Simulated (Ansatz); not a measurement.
Ideal-gas functions of Cl2CrO2, SMILES `[O]=[Cr](=[O])([Cl])[Cl]` at 298.15 K and 1 bar, from an Ansatz frequency run at PBE0-D4/def2-TZVP.

Molar mass 154.9 g/mol, point group C2v (symmetry number 2), electronic degeneracy 1, moments of inertia 156.547, 262.561, 319.052 u Å². Harmonic wavenumbers (cm⁻¹, unscaled): 144, 229, 240, 281, 380, 502, 520, 1132, 1135.

Use S(trans) = R[1.5 ln M + 2.5 ln T − 1.1517]; rotational temperatures θ = 24.2544 K / I; S(rot) = R[ln(√π/σ · √(T³/θAθBθC)) + 1.5]; for each mode x = 1.438777 ν̃/T, S = R[x/(eˣ − 1) − ln(1 − e⁻ˣ)] and H = RT x/(eˣ − 1); 1 cm⁻¹ = 0.0119627 kJ/mol; R = 8.31446 J/(mol·K).

Q: By hand: the entropy, in J/(mol·K).

A: Translation 171.7. Rotation: θ = 0.1549, 0.0924, 0.076 K, giving 110.9. Vibration, mode by mode: 11.51, 7.89, 7.54, 6.39, 4.35, 2.73, 2.55, 0.23, 0.23, in all 43.4. Electronic 0.0. Sum 326.0 J/(mol·K).

Q: By hand: H − E and G − E in kJ/mol, counted from the electronic energy.

A: Zero-point energy ½ × 4563 × 0.0119627 = 27.3; thermal vibration 7.7; translation, rotation and pV give 4 RT = 9.9. H − E = 44.9 kJ/mol, and G − E = 44.9 − 298.15 × 326.0/1000 = -52.3 kJ/mol.

Vibration gives 13 % of the entropy, 11.5 J/(mol·K) of it from the mode under 150 cm⁻¹: soft modes count most, and the harmonic formula is weakest for them.
